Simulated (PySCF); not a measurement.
## Molecular orbitals of MgTe⁻

PBE0 at R = 2.580 Å; PySCF, scalar-relativistic core potentials, basis sets Mg def2-SVPD, Te def2-SVPD with ECP28. State: ²Σ⁺ (doublet), unpaired electrons σ ↑. Only the outer orbitals are listed, counted within each symmetry, core potentials removing the inner ones.

```
spin  orbital  occ.  ε (eV)  on Mg (%)            main shells (%)
   α       7σ     1  -10.57          7                    92 Te s
   α       8σ     1   -2.78         52           51 Mg s, 47 Te p
   α       4π     1   -0.88         11            89 Te p, 9 Mg p
   α       4π     1   -0.88         11            89 Te p, 9 Mg p
   α       9σ     1   -0.72         68  37 Mg p, 32 Mg s, 28 Te p
   α       5π     0    2.69        109                   106 Mg p
   α       5π     0    2.69        109                   106 Mg p
   β       7σ     1  -10.34          8                    92 Te s
   β       8σ     1   -2.22         46           52 Te p, 43 Mg s
   β       4π     1   -0.82         10            90 Te p, 8 Mg p
   β       4π     1   -0.82         10            90 Te p, 8 Mg p
   β       9σ     0    1.56         84  63 Mg s, 21 Mg p, 16 Te p
```

Task: Which are the highest filled and the lowest empty level, where do they sit, and how wide is the gap?

Result: Highest filled α 9σ at -0.72 eV (in %: 37 Mg p, 32 Mg s, 28 Te p); lowest empty β 9σ at 1.56 eV (in %: 63 Mg s, 21 Mg p, 16 Te p); the gap at PBE0 is 2.28 eV. An empty level above zero is unbound, and its energy depends on the basis.

The bond order (Mayer) is 1.66 and the ⟨S²⟩ is 0.755. The charge on Mg (Mulliken, basis-dependent) is -0.26, the charge on Mg (Löwdin, basis-dependent) is -0.32 and the dipole moment (positive dipole points towards Te; it is taken about the centre of mass and depends on that origin) is 0.91 D. The polarisability along the bond is 227.5 bohr³. The polarisability across the bond is 141.9 bohr³.

Shares are Mulliken populations and can fall outside 0 to 100 %.

Spin–orbit coupling is left out. The state is the lowest determinant that a PBE0 search found; another state may lie lower at other levels.
